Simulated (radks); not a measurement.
Species: the osmium ion Os12+. Configuration: [Kr] 4d10 4f14 5s2 5p2. Method: Dirac Kohn-Sham, PBE, spin-unpolarised, spherical densities, finite nucleus; open shells fill j = l - 1/2 first; Fermi nuclear charge, rms radius 5.4126 fm; computed with a radial shooting solver on a logarithmic mesh with Libxc functionals.

Radial electron density D(r) = 4 pi r^2 rho(r):

r (bohr),D(r) (e/bohr)
0.0008699,7.171
0.0009966,8.828
0.001151,10.97
0.001319,13.41
0.001511,16.34
0.001731,19.82
0.001983,23.92
0.002272,28.71
0.002624,34.58
0.003006,40.92
0.003444,48.01
0.003946,55.78
0.004521,64.11
0.005179,72.77
0.005981,81.94
0.006853,90.16
0.007851,97.46
0.008995,103.3
0.01031,107.2
0.01181,108.7
0.01353,108.0
0.01562,105.0
0.0179,101.2
0.0205,97.64
0.02349,96.04
0.02691,97.84
0.03083,103.8
0.03561,114.1
0.0408,125.5
0.04674,135.2
0.05355,139.7
0.06135,137.1
0.07029,128.1
0.08118,116.5
0.093,109.3
0.1066,110.2
0.1221,118.2
0.1399,127.0
0.1602,128.0
0.1851,115.8
0.212,95.44
0.2429,76.73
0.2783,68.50
0.3188,71.63
0.3653,78.66
0.4185,80.23
0.4833,71.46
0.5537,56.31
0.6344,40.34
0.7268,27.51
0.8327,18.53
0.954,12.24
1.102,7.294
1.262,3.880
1.446,1.705
1.657,0.5937
1.898,0.1570
2.175,0.03019
2.511,0.003548
2.877,0.0003079

D(r) has 4 maxima, at r = 0.0121, 0.0544, 0.152, 0.402 bohr, and minima at 0.0237, 0.0984, 0.285 bohr, inside which lie 2.03, 11.11, 30.10 electrons.
